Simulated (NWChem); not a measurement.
Species: SiH$_{4}$SO; SMILES O[SiH2]S

```xyz
7

Si    -0.5442     0.5634     0.0022
O      0.6628     1.7047     0.0206
S      0.1850    -1.4538    -0.0425
H     -1.3325     0.8321     1.2310
H     -1.3901     0.6349    -1.2244
H      1.3051     1.6612    -0.6948
H      0.7734    -1.3927     1.1729
```
Atoms are numbered in this order, from 1.

Computed with NWChem. Coordinates come from a PBE0/def2-SVP optimisation. Vertical excitations in the gas phase; the lowest state need not have the same character in each row.

```csv
level,"lowest excitation, singlet (eV)",oscillator strength of that lowest state,"lowest state with f > 0.02, singlet (eV)",oscillator strength of that bright state,orbital gap (eV)
"PBE/def2-SVPD, full TDDFT",5.79,0.046,5.79,0.046,5.62
"B3LYP/def2-SVPD, full TDDFT",[?],[?],[?],[?],[?]
"BHandHLYP/def2-SVPD, full TDDFT",6.34,0.014,6.98,0.049,9.31
"Hartree-Fock/def2-SVPD, TDHF",6.69,0.007,7.58,0.069,12.65
```

Q: Some entries are withheld; supply them.

A: 
- B3LYP/def2-SVPD, full TDDFT, lowest excitation, singlet (eV): 6.03
- B3LYP/def2-SVPD, full TDDFT, oscillator strength of that lowest state: 0.026
- B3LYP/def2-SVPD, full TDDFT, lowest state with f > 0.02, singlet (eV): 6.03
- B3LYP/def2-SVPD, full TDDFT, oscillator strength of that bright state: 0.026
- B3LYP/def2-SVPD, full TDDFT, orbital gap (eV): 7.09
